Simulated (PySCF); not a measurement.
Ti(Cl)3(NH2) (Cl3H2NTi), SMILES [Cl][Ti]([Cl])([Cl])[NH2], multiplicity 1.

The structure is a stationary point at B3LYP-D3(BJ)/def2-SVP. The spin state was assumed, not searched. The isomer is the one that the SMILES or the coordinates give; other isomers of the formula were not compared. One conformer was computed; it need not be the lowest.

Method: TDA-PBE/def2-SVPD run with PySCF.

Vertical excitations. Isolated molecule, no solvent. State labels are in the subgroup Cs.

Computed excitation energies, oscillator strengths and character:
```csv
state,symmetry,energy (eV),λ (nm),f,main pairs
S1,A",3.00,413,0.004,HOMO→LUMO 99 %
S2,A',3.50,355,0.007,HOMO→LUMO+1 85 %
S3,A',3.69,336,0.010,HOMO−1→LUMO 85 %
S4,A",3.73,332,0.000,HOMO→LUMO+2 100 %
S5,A",4.04,307,0.005,"HOMO−1→LUMO+1 79 %, HOMO−3→LUMO 12 %"
S6,A',4.12,301,0.005,HOMO−2→LUMO 87 %
S7,A",4.14,300,0.001,HOMO−3→LUMO 87 %
S8,A",4.41,281,0.001,"HOMO−4→LUMO 59 %, HOMO−2→LUMO+1 40 %"
S9,A',4.44,279,0.003,"HOMO−1→LUMO+2 49 %, HOMO−3→LUMO+1 39 %, HOMO→LUMO+3 8 %"
S10,A",4.62,269,0.009,"HOMO−6→LUMO 52 %, HOMO−2→LUMO+1 21 %, HOMO−4→LUMO 11 %"
T1,A",2.86,433,0,HOMO→LUMO 100 %
T2,A',3.14,395,0,HOMO→LUMO+1 94 %
T3,A',3.47,358,0,HOMO−1→LUMO 99 %
T4,A",3.63,342,0,HOMO→LUMO+2 99 %
```
Triplets are in the Tamm–Dancoff approximation.
